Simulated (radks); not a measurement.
Species: Mg IV. Configuration: [He] 2s2 2p5.

All-electron calculation, Dirac Kohn-Sham, AM05, spin-unpolarised, spherical densities, finite nucleus; open shells fill j = l - 1/2 first; Fermi nuclear charge, rms radius 3.057 fm. Program: a radial shooting solver on a logarithmic mesh with Libxc functionals.

Energy parts (eV):
| part | energy |
|---|---|
| total | -5326.656 |
| kinetic | 5331.826 |
| electron-nucleus | -12357.489 |
| Hartree | 2087.288 |
| exchange-correlation | -388.281 |

Orbitals (lengths in bohr, moments of r in powers of bohr; r(max) is where P^2 peaks; r(90%) holds 90 % of the orbital's charge):
orbital	occ.	eigenvalue (eV)	r(max)	r(90%)	<1/r>	small-component weight
1s1/2	2	-1311.317	0.08530	0.234	11.60	1.78e-03
2s1/2	2	-128.4905	0.5390	1.06	2.173	2.47e-04
2p1/2	2	-96.2198	0.4632	1.08	2.065	2.29e-04
2p3/2	3	-95.8975	0.4647	1.08	2.057	2.28e-04

The highest occupied level is 2p3/2 at -95.898 eV. The density falls to 0.001 e/bohr^3 at r = 2.04 bohr.
